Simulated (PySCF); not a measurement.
**B₆ClH₉**

Cartesian coordinates in Å; atom numbers follow the order of the lines, from 1:
```xyz
16

B    -0.890   -1.314    0.023
B    -1.056    0.127    1.027
B     1.014    0.526   -0.881
B     0.126    1.399    0.462
B     0.584   -0.291    0.613
B     0.261   -1.097   -1.068
H    -1.296   -2.321    0.473
H    -1.582    0.166    2.074
H     2.078    0.827   -1.269
H     0.587    2.247    1.131
H     1.368   -0.708    1.377
Cl    1.230   -2.329   -1.952
H    -1.825   -0.388    0.084
H    -1.144    1.439    0.509
H     0.287    1.693   -0.779
H     0.259    0.026   -1.824
```

Method: GIAO OPBE/def2-SVP magnetisability, rotational g tensor and spin-rotation constants, non-relativistic, gas phase (PySCF). Geometry: GFN2-xTB.

(1) How diamagnetic is it, and how anisotropic?

(2) Split it along the inertial axes a, b, c into diamagnetic and paramagnetic parts about the centre of mass, with the quadrupole moment.

(3) And the rotational g tensor?

Results:

(1) Isotropic -1452 × 10⁻³⁰ J/T², or -87.5 × 10⁻⁶ cm³/mol; principal values -1772, -1304, -1281 × 10⁻³⁰ J/T², anisotropy 480 × 10⁻³⁰ J/T² (root of half the summed squared differences of the principal values). The susceptibility is in cgs units.

(2) 
```
axis  χ (10⁻⁶ cm³/mol)  diamagnetic (10⁻⁶ cm³/mol)  paramagnetic (10⁻⁶ cm³/mol)  summed x² of all electrons (Å²)  quadrupole Θ (D Å)
   a             -78.0                      -362.4                        284.4                            185.1               -0.49
   b             -77.8                      -886.4                        808.7                             61.6               -0.56
   c            -106.6                     -1046.9                        940.3                             23.8               +1.05
```
Anisotropies 2χaa − χbb − χcc = +28.4 and 2χbb − χaa − χcc = +29.1 × 10⁻⁶ cm³/mol. Θ is traceless in Buckingham's convention.

(3) 
| axis | rotational constant (GHz) | g | nuclear part | electronic part |
| --- | --- | --- | --- | --- |
| a | 4.9136 | -0.0337 | 0.6229 | -0.6566 |
| b | 1.4392 | -0.0100 | 0.5368 | -0.5467 |
| c | 1.2115 | +0.0075 | 0.5426 | -0.5352 |

Asymmetric top; isotopes 11B, 35Cl, 1H; no vibrational averaging.
